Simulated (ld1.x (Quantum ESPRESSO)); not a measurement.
# Scattering properties, PAW potential for Mn

```
Element                 : Mn
Generator               : ld1.x (Quantum ESPRESSO) 7.5
Type                    : PAW
Functional              : PBE
Relativity              : scalar-relativistic
Frozen core             : [Ne]
Valence charge          : 15
Reference configuration : 3s2 3p6 3d5 4s2 4p0
Partial waves           : 3s (bound): rcut 1.20, rcutus 1.50 bohr; 4s (bound): rcut 1.20, rcutus 1.50 bohr; 3p (bound): rcut 1.55, rcutus 1.85 bohr; 4p (bound, empty): rcut 1.55, rcutus 1.85 bohr; 3d (bound): rcut 1.65, rcutus 2.00 bohr; 3d channel at 3.5 Ry: rcut 1.65, rcutus 2.00 bohr
Local potential         : all-electron potential smoothed inside 1.50 bohr (lloc = -1)
Core correction         : Bessel-smoothed model core inside 1.10 bohr
Augmentation charge     : GAUSS, radius 1.30 bohr
```

The phase is arctan(r·u′/u) with u = r·R(r), unwrapped; energies in Ry, scanned from -8 to 5 Ry. A pole is an energy at which the radial function vanishes at the test radius. The pseudo phase is shifted by a multiple of π to meet the all-electron one at the reference energy, and phase errors are pseudo minus all-electron; the curves can meet again beyond the range given. Levels narrower than the energy grid can be missing from the lists of poles.

```csv
channel,radius (bohr),reference energy (Ry),"poles, all-electron","poles, pseudo",unbroken range about the reference energy with phases within 0.05 rad,phase error 1 Ry above the reference energy (rad)
s,2.20,-0.38,"-6.27, 3.58","-6.27, 3.61",the whole range,+0.001
p,2.20,-0.10,"-3.93, 4.75","-3.93, 2.89",below 0.7,-0.086
d,2.20,-0.50,-0.17,-0.17,the whole range,-0.002
```

The ghost test of this file was not conclusive. Its overlap operator is not positive definite in a basis up to 400 Ry (lowest eigenvalue s -0.05, p -0.02), so the file is unfit for use: the generalised eigenproblem breaks down once the basis is large enough, and its test numbers describe a broken file.

Phases in the s channel:

| E (Ry) | all-electron | pseudo |
| --- | --- | --- |
| -8.00 | 1.390 | 1.390 |
| -7.52 | 1.380 | 1.380 |
| -7.04 | 1.365 | 1.365 |
| -6.56 | 1.309 | 1.309 |
| -6.08 | -1.717 | -1.717 |
| -5.60 | -1.763 | -1.763 |
| -5.12 | -1.782 | -1.782 |
| -4.64 | -1.800 | -1.800 |
| -4.16 | -1.819 | -1.819 |
| -3.68 | -1.841 | -1.840 |
| -3.20 | -1.867 | -1.867 |
| -2.72 | -1.903 | -1.902 |
| -2.24 | -1.950 | -1.950 |
| -1.76 | -2.020 | -2.019 |
| -1.28 | -2.131 | -2.131 |
| -0.80 | -2.331 | -2.331 |
| -0.32 | -2.744 | -2.744 |
| 0.16 | -3.465 | -3.464 |
| 0.64 | -4.045 | -4.045 |
| 1.12 | -4.330 | -4.330 |
| 1.60 | -4.478 | -4.477 |
| 2.08 | -4.567 | -4.566 |
| 2.56 | -4.628 | -4.626 |
| 3.04 | -4.673 | -4.671 |
| 3.52 | -4.709 | -4.707 |
| 4.00 | -4.739 | -4.737 |
| 4.48 | -4.768 | -4.764 |
| 4.96 | -4.795 | -4.791 |
